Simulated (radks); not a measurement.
The calcium ion Ca3+, configuration [Ne] 3s2 3p(up 2.75, down 2.25) (fractional occupations, a model configuration). All-electron calculation, scalar-relativistic Kohn-Sham, SCAN, spin-polarised, spherical densities, finite nucleus; meta-GGA in the generalised Kohn-Sham scheme; Fermi nuclear charge, rms radius 3.4776 fm. Program: a radial shooting solver on a logarithmic mesh with Libxc functionals.

Unscreened Slater integrals over Kohn-Sham orbitals (eV). They are taken over the spin-up orbitals.

| integral | value |
|---|---|
| F0(3p,3p) | 20.392 |
| F2(3p,3p) | 10.360 |
| F0(3p,3s) | 21.048 |
| G1(3p,3s) | 14.092 |
| F0(3p,2p) | 27.577 |
| F2(3p,2p) | 5.2371 |
| G0(3p,2p) | 2.0771 |
| G2(3p,2p) | 2.1286 |
| F0(3s,3s) | 21.781 |
| F0(3s,2p) | 28.849 |
| G1(3s,2p) | 2.2988 |
| F0(2p,2p) | 76.202 |
| F2(2p,2p) | 35.635 |

Derived for the open shells (J is the average intra-shell exchange parameter used in DFT+U). 3p: J = F2/5 = 2.072 eV.
